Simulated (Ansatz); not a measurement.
Geometry optimisation, RHF/def2-SVP in Ansatz 0.2.0.

input.yaml

```yaml
crystal:
  periodic: [false, false, false]
  atoms:
    - { symbol: Al, position_ang: [-0.659987, 0.197232, 0.667186] }
    - { symbol: S, position_ang: [0.602712, 2.045363, 0.811131] }
    - { symbol: C, position_ang: [-1.128428, -0.66045, -1.010309] }
    - { symbol: F, position_ang: [-1.265815, -0.341368, 2.105185] }
    - { symbol: H, position_ang: [2.561675, 0.264407, 1.071592] }
    - { symbol: Br, position_ang: [2.774933, -1.178931, 0.918629] }
    - { symbol: H, position_ang: [0.815737, 2.140472, -0.509251] }
    - { symbol: H, position_ang: [-0.31507, -0.596693, -1.736714] }
    - { symbol: H, position_ang: [-1.9972, -0.158056, -1.446755] }
    - { symbol: H, position_ang: [-1.388457, -1.712078, -0.870796] }
basis:
  gaussian: { orbitals: def2-SVP }
hamiltonian:
  xc: hf
relax:
  f_tol: 0.03
  max_steps: 50
```

Run as:

```bash
$ ansatz run input.yaml --threads 2 --pin off --max-ram 3072MiB --backend cpu --events-out ev --progress --plain --runs-dir out
```

Where does it end, and by what steps?

The forces met the threshold. After 12 steps the energy has fallen by 0.093 eV; H5 moved furthest, 0.45 Å.

```tsv
step	energy less start (eV)	largest force component (eV/Å)	accepted
0	0.0000	1.297	yes
1	-0.0616	0.213	yes
2	-0.0662	0.131	yes
3	-0.0697	0.097	yes
4	-0.0601	0.894	no
5	-0.0750	0.128	yes
6	-0.0781	0.383	yes
7	-0.0839	0.357	yes
8	-0.0824	0.486	no
9	-0.0909	0.205	yes
10	-0.0923	0.110	yes
11	-0.0928	0.052	yes
12	-0.0934	0.016	yes
```

```xyz
10
Properties=species:S:1:pos:R:3
Al -0.538 0.235 0.630
S 0.413 2.220 0.737
C -1.068 -0.663 -1.015
F -1.025 -0.335 2.107
H 2.864 -0.020 1.258
Br 2.337 -1.282 0.912
H 0.576 2.376 -0.582
H -0.320 -0.558 -1.806
H -2.005 -0.243 -1.397
H -1.234 -1.730 -0.845
```

Time of the run: 32 s on 2 threads of Arm Neoverse V2 (shared host), peak memory 0.29 GiB.
